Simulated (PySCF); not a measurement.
Y (SMILES [Y]), doublet (core potentials on Y); CAMB3LYP/def2-SVP (PySCF).

Input for PySCF:
```python
from pyscf import gto, scf, dft

mol = gto.M(
    atom='''
Y     0.000000    0.000000    0.000000
''',
    basis='def2-svp',
    ecp={'Y': 'def2-svp'},
    charge=0,
    spin=1,
    verbose=4,
)

mf = dft.UKS(mol)
mf.xc = 'camb3lyp'
mf.grids.atom_grid = (99, 590)
mf.grids.prune = None
mf.kernel()
```

Task: Write the output that PySCF gives for this input, abridged.

Result: 
```
PySCF version 2.14.0

[INPUT] verbose = 4
[INPUT] num. atoms = 1
[INPUT] num. electrons = 11
[INPUT] charge = 0
[INPUT] spin (= nelec alpha-beta = 2S) = 1
[INPUT] symmetry False subgroup None
[INPUT] Mole.unit = angstrom
[INPUT] Symbol           X                Y                Z      unit          X                Y                Z       unit  Magmom
[INPUT]  1 Y      0.000000000000   0.000000000000   0.000000000000 AA    0.000000000000   0.000000000000   0.000000000000 Bohr   0.0

nuclear repulsion = 0
number of shells = 11
number of NR pGTOs = 57
number of NR cGTOs = 31
basis = def2-svp
ecp = {'Y': 'def2-svp'}

******** <class 'pyscf.dft.uks.UKS'> ********
method = UKS
initial guess = minao
damping factor = 0
level_shift factor = 0
DIIS = <class 'pyscf.scf.diis.CDIIS'>
diis_start_cycle = 1
diis_space = 8
diis_damp = 0
SCF conv_tol = 1e-09
SCF conv_tol_grad = None
SCF max_cycles = 50
direct_scf = True
direct_scf_tol = 1e-13
number electrons alpha = 6  beta = 5
XC library pyscf.dft.libxc version 7.1.2
    S. Lehtola, C. Steigemann, M. J. T. Oliveira, and M. A. L. Marques,  SoftwareX 7, 1–5 (2018)
XC functionals = camb3lyp
    T. Yanai, D. P. Tew, and N. C. Handy,  Chem. Phys. Lett. 393, 51 (2004)
radial grids:
    Treutler-Ahlrichs [JCP 102, 346 (1995); DOI:10.1063/1.469408] (M4) radial grids

becke partition: Becke, JCP 88, 2547 (1988); DOI:10.1063/1.454033
pruning grids: None
grids dens level: 3
symmetrized grids: False
atomic radii adjust function: <function treutler_atomic_radii_adjust>
User specified grid scheme (99, 590)
small_rho_cutoff = 0
Set gradient conv threshold to 3.16228e-05
tot grids = 58416
init E= -32.7981774430156

cycle= 1 E= -38.0767579578471  delta_E= -5.28  |g|= 0.356  |ddm|= 2.75
cycle= 2 E= -38.1647788798898  delta_E= -0.088  |g|= 0.119  |ddm|=  2.1
cycle= 3 E= -38.1725364786709  delta_E= -0.00776  |g|= 0.00627  |ddm|= 0.306
cycle= 4 E= -38.1727590072757  delta_E= -0.000223  |g|= 0.0036  |ddm|= 0.0585
cycle= 5 E= -38.1728968641484  delta_E= -0.000138  |g|= 0.00225  |ddm|= 0.0371
cycle= 6 E= -38.1729857635541  delta_E= -8.89e-05  |g|= 0.0011  |ddm|= 0.0415
cycle= 7 E= -38.1730106454368  delta_E= -2.49e-05  |g|= 0.000518  |ddm|= 0.0239
cycle= 8 E= -38.1730163382348  delta_E= -5.69e-06  |g|= 0.000151  |ddm|= 0.0154
cycle= 9 E= -38.1730166112293  delta_E= -2.73e-07  |g|= 0.000132  |ddm|= 0.00158
cycle= 10 E= -38.1730169584397  delta_E= -3.47e-07  |g|= 0.000123  |ddm|= 0.0017
cycle= 11 E= -38.1730185163437  delta_E= -1.56e-06  |g|= 7.55e-05  |ddm|= 0.00977
cycle= 12 E= -38.1730193554024  delta_E= -8.39e-07  |g|= 1.65e-05  |ddm|= 0.0132
cycle= 13 E= -38.1730193605705  delta_E= -5.17e-09  |g|= 1.14e-05  |ddm|= 0.000872
cycle= 14 E= -38.173019360909  delta_E= -3.39e-10  |g|= 3.07e-06  |ddm|= 0.000158
Extra cycle  E= -38.17301936096  delta_E= -5.1e-11  |g|= 1.76e-06  |ddm|= 1.89e-05
converged SCF energy = -38.17301936096  <S^2> = 0.7825934  2S+1 = 2.0323321
```
